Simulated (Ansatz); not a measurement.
Born–Oppenheimer molecular dynamics of BBrClFH$_{2}$ (6 atoms, charge 0, multiplicity 1). It starts at the highest image of a converged band, a first-order saddle point between two minima.

All numbers below come from RHF/def2-SVP in Ansatz.

```
ensemble                      : NVE (velocity Verlet)
time step                     : 0.5 fs
steps asked                   : 200
starting velocities drawn for : 100 K
seed                          : 8973
```

First frame:

```xyz
6
Properties=species:S:1:pos:R:3
B -0.075 -0.184 0.013
F -0.116 0.071 1.501
H 1.003 -0.030 -0.443
Cl -1.540 0.346 -0.792
Br -0.150 -2.420 0.639
H -0.145 -1.039 1.668
```

How far do the bonds stretch over the last three quarters of this one trajectory? (Pairs bonded in most of those frames.)


| bond | mean (Å) | spread (Å) | shortest | longest |
| --- | --- | --- | --- | --- |
| B1–H3 | 1.186 | 0.005 | 1.18 | 1.20 |
| B1–Cl4 | 1.768 | 0.070 | 1.63 | 1.87 |
| B1–Br5 | 1.955 | 0.105 | 1.82 | 2.25 |
| F2–H6 | 0.908 | 0.011 | 0.90 | 0.95 |

Mean temperature of the second half: 1821 K. The conserved energy stayed within 0.044 meV per atom of its start (net change 0.03 meV per atom), so the integration is sound. The kinetic energy rose, since the run started high on the potential surface and went downhill. It ends in pieces (BBrClH + FH), so much of that is their flight and rotation, not heat. A run of 0.1 ps of so small a system gives no equilibrium averages. The orbitals stay closed-shell, which can raise the energy where a bond breaks towards radicals; this wasn't checked here.

Run time: 5.4 min on 1 thread of Arm Neoverse V1 (shared host), peak memory 0.16 GiB.
